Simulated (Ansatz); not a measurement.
# Ligand exchange: GeH(SH) + GaH(SH)2 → Ge(SH)2 + GaH2(SH)

Species: GeH(SH), singlet; GaH(SH)2, singlet; Ge(SH)2, singlet; GaH2(SH), singlet. The partners trade H for SH: Ge–H and Ga–SH bonds give way to Ge–SH and Ga–H.

Shapes, held fixed at every level: PBE0-D4/def2-TZVP. Flexible molecules stand in one conformer, not always the lowest. Programs: Ansatz 0.2.0. Electronic energies: no zero-point or thermal term.

| level | kind | ΔE (kJ/mol) | less CCSD(T)/def2-TZVPP |
| --- | --- | --- | --- |
| r2SCAN-D4/def2-TZVPP | meta-GGA | -17.1 | -8.7 |
| B3LYP-D4/def2-TZVPP | global hybrid | -16.3 | -7.9 |
| PBE0-D4/def2-TZVPP | global hybrid | -14.8 | -6.4 |
| wB97M-V/def2-TZVPP | range-separated hybrid | -12.7 | -4.3 |
| B2PLYP/def2-TZVPP | double hybrid | -13.7 | -5.3 |
| MP2/def2-TZVPP | perturbation theory | -12.8 | -4.4 |
| CCSD/def2-TZVPP | coupled cluster or CI | -6.1 | +2.3 |
| CCSD(T)/def2-TZVPP | coupled cluster or CI | -8.4 | 0.0 |

The highest level, CCSD(T)/def2-TZVPP, gives ΔE = -8.4 kJ/mol; the levels span -17.1 to -6.1. The column of differences is taken from that level and isn't an error. No measured value is set beside it here. Relativity is left out for Ga, Ge. Outer-core shells of Ga, Ge are correlated, in sets that cover them unevenly.
